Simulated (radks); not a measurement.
Values are calculated unless marked as measured or tabulated.
Mo2+, configuration [Kr] 4d4 (the NIST ground configuration).

Code: a radial shooting solver on a logarithmic mesh with Libxc functionals. Model: scalar-relativistic Kohn-Sham, LDA (Slater exchange, Perdew-Wang correlation), spin-polarised, spherical densities, finite nucleus; open shells are filled with parallel spins first (spin-orbit coupling, left out, can overturn this in heavy ions); Fermi nuclear charge, rms radius 4.4091 fm.

Energy parts (Ry):
total: -8087.23458
kinetic: 8336.03921
electron-nucleus: -19445.20301
Hartree: 3259.54310
exchange-correlation: -237.61388

Orbitals (lengths in bohr, moments of r in powers of bohr; <r^-3> diverges for s and p1/2; r(max) is where P^2 peaks; r(90%) holds 90 % of the orbital's charge):
orbital  occ.  eigenvalue (Ry)  <r^-3>   r(max)   <1/r>  r(90%)
1s down     1        -1456.220       -  0.02290   43.50  0.0631
1s up       1        -1456.220       -  0.02290   43.50  0.0631
2s up       1        -206.8980       -   0.1298   9.792   0.238
2s down     1        -206.8647       -   0.1298   9.793   0.238
2p up       3        -185.2479    2548   0.1036   9.528   0.218
2p down     3        -185.2221    2548   0.1036   9.528   0.218
3s up       1        -36.30363       -   0.3841   3.360   0.635
3s down     1        -36.27973       -   0.3841   3.360   0.635
3p up       3        -29.21089   424.4   0.3774   3.198   0.652
3p down     3        -29.18483   424.3   0.3774   3.199   0.652
3d up       5        -17.63325   56.38   0.3219   2.967   0.665
3d down     5        -17.59801   56.39   0.3220   2.968   0.664
4s up       1         -6.15244       -   0.9879   1.236    1.61
4s down     1         -5.97964       -   0.9840   1.243    1.60
4p up       3         -4.24952   61.66    1.070   1.095    1.82
4p down     3         -4.06331   62.73    1.064   1.102    1.82
4d up       4         -1.61890   4.401    1.353  0.7715    2.69
4d down     0         -1.42464   4.361    1.346  0.7645    2.77

The highest occupied level is 4d up at -22.026 eV. The spin density at the nucleus is -2.697 e/bohr^3 (1s -0.064, 2s -0.654, 3s 0.093, 4s -2.073). Summed over all electrons, <r^2> = 31.08 bohr^2, which gives a Langevin (diamagnetic) susceptibility term of -24.6 x 10^-6 cm^3/mol. The density falls to 0.001 e/bohr^3 at r = 3.58 bohr. Spin moment in Bohr magnetons: 4. The electron density at the nucleus is 9.226e+04 e/bohr^3 (large components only).
